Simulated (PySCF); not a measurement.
# What a mistake does to a calculation on BGe2H9Si

All numbers below are calculated, not measured. They come from PySCF 2.14.0, an open-source quantum chemistry program, on an isolated molecule that a program drew, which may never have been made. The molecule is BGe2H9Si (charge 0, singlet), drawn as the SMILES string `[SiH3][GeH2][BH][GeH3]`.

Each row is a Hartree-Fock (HF) and frozen-core CCSD(T) single point in the cc-pV(D+d)Z basis, meant for a local HF minimum. Run 1 is clean. Each other run has one planted mistake out of seven kinds, and not every kind appears here: one electron removed, one electron added, multiplicity raised by two, geometry at a saddle point, minimal basis STO-3G, one bond length entered in bohr, all coordinates scaled. The reference is restricted for singlets and unrestricted otherwise, and also for a bond in bohr. Adding or removing an electron swaps singlet and doublet. Electrons count all cores. HOMO and LUMO are orbital energies over both spins, the gradient is its largest component, and the lowest frequency (negative if imaginary) is given only where the gradient is small. Bond lengths are over the 12 bonds as drawn. T1 is the CCSD diagnostic: over 0.02 (restricted) or 0.045 (unrestricted) a single reference is doubtful. Germanium has the cc-pVDZ-PP basis, with a core potential (ECP10MDF) in place of its 10 inner electrons, and its 3s, 3p and 3d shells are frozen in CCSD(T).

Geometry of the clean run:
```xyz
13
BGe2H9Si, angstrom
Si    2.9032   -1.5511   -1.0540
Ge    2.3212    0.7268   -0.4968
B     0.3613    0.7974    0.2054
Ge   -1.3062    1.2213   -0.9803
H     1.9777   -2.0791   -2.0850
H     2.8088   -2.4112    0.1497
H     4.2876   -1.6064   -1.5782
H     3.3207    1.2249    0.5598
H     2.5122    1.5841   -1.7583
H     0.1734    0.5643    1.3671
H    -1.7196    2.6781   -0.7125
H    -2.4999    0.3211   -0.6310
H    -1.0266    1.0816   -2.4828
```

```
run  electrons  basis functions  <S^2>  HOMO (eV)  LUMO (eV)  gradient (hartree/bohr)  lowest frequency (cm^-1)  mean bond (Å)  longest bond (Å)      T1  HF (hartree)  CCSD(T) (hartree)             mistake
  1         92              128  0.000     -10.02       0.83                  5.1e-06                        25         1.6598             2.416  0.0139    -905.57237         -906.04968            no fault
  2         93              128  0.764      -1.65       7.15                  3.0e-02                         -         1.6598             2.416  0.0132    -905.58434         -906.08122  one electron added
  3         92              128  0.864      -8.62       0.49                  6.7e-03                         -         1.7737             2.905  0.0351    -905.47506         -905.93878                   ?
  4         92              128  2.025      -7.44      -1.93                  3.1e-02                         -         1.6598             2.416  0.0174    -905.46945         -905.94342                   ?
```

**Which mistake was planted in run 3, and what did it cost?**

The mean bond changes by a factor of 1.069 and the longest by 1.202, so the molecule wasn't scaled as a whole. A length L in bohr read as angstrom grows by (1/0.5292 - 1) L = 0.890 L. The 12 bonds together grew by 12 x 0.1139 = 1.367 Å, which gives L = 1.536 Å. That is the length of one of the Ge-H bonds, 1.537 Å in the clean geometry. So the mistake is: one bond length entered in bohr. Subtracting run 1 and multiplying by 627.51 kcal/mol a hartree, the energy moved by 61.1 kcal/mol in HF and 69.6 kcal/mol in CCSD(T).

**Which mistake was planted in run 4, and what did it cost?**

Electrons, basis and geometry are unchanged, and <S^2> is 2.025, beside S(S+1) = 2.00 for a multiplicity of 3. So the mistake is: multiplicity raised by two. Subtracting run 1 and multiplying by 627.51 kcal/mol a hartree, the energy moved by 64.6 kcal/mol in HF and 66.7 kcal/mol in CCSD(T).

